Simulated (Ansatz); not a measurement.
Isolated molecules relaxed with PBE0-D4/def2-TZVP in Ansatz; ΔE leaves out vibrations. CCSD(T)/CBS is the MP2 limit (def2-TZVPP, def2-QZVPP) plus CCSD(T) − MP2 in def2-TZVPP, frozen cores. This one scheme is used for every species. Functionals use def2-TZVPP. B3LYP here is the variant with VWN-RPA as its local correlation; programs differ in this. HSE06 is defined as in plane-wave codes. One conformer a species, not always the lowest.

`N[C@@H](F)[Si@@H](F)Cl` + H₂S → `NC(F)S` + `F[SiH2]Cl`  (substitution at a C–Si bond)

`N[C@@H](F)[Si@@H](F)Cl`:

```xyz
10

N     1.309    0.222   -0.659
C     0.298    0.637    0.219
F    -0.418    1.771   -0.227
Si   -0.920   -0.777    0.515
F    -2.177   -0.238    1.320
Cl   -1.550   -1.479   -1.294
H     2.061    0.889   -0.767
H     0.964   -0.076   -1.561
H     0.750    0.935    1.172
H    -0.317   -1.884    1.282
```

H₂S:

Z-matrix (Å, degrees):
```
S
H 1 1.341
H 1 1.341 2 92.3
```

`NC(F)S`:

Z-matrix (Å, degrees):
```
C
F 1 1.377
S 1 1.827 2 108.3
N 1 1.406 2 110.2 3 -122.4
H 1 1.091 2 107.1 3 118.3
H 3 1.344 1 96.8 2 50.7
H 4 1.011 1 113.9 2 82.6
H 4 1.007 1 113.4 2 -148.7
```

`F[SiH2]Cl`:

```xyz
5

F    -1.389   -0.768   -0.135
Si   -0.036    0.029    0.112
Cl    1.113   -0.090   -1.565
H     0.683   -0.614    1.228
H    -0.371    1.444    0.360
```

(1) Is it downhill or uphill in electronic energy at CCSD(T)/CBS, and by how much? (Estimate.)

(2) What do these levels give: revPBE-D4, B3LYP-D4, PBE0, B3LYP, HSE06, CCSD/CBS(def2)? (An estimate is asked.)

Largest T1 diagnostic among the species: 0.011.

Results:

(1) The calculation gave: Uphill: ΔE = +9.5 kcal/mol.

(2) Ansatz gave: revPBE-D4 9.5, B3LYP-D4 10.0, PBE0 8.6, B3LYP 8.6, HSE06 8.5, CCSD/CBS(def2) 9.5 kcal/mol.

Leaving LDA and LC-ωPBE aside and taking each functional with its dispersion term where it has one, the values, not all of them listed here, spread over 1.3 kcal/mol, from PBE-QIDH to BLYP-D4. LDA lies +0.8 kcal/mol from PBE without D4. The D4 term adds +1.4 kcal/mol with B3LYP and +0.8 kcal/mol with PBE0; it sums over pairs of atoms, weighted by their polarisabilities, and B3LYP, whose exchange is more repulsive, gets the larger term.
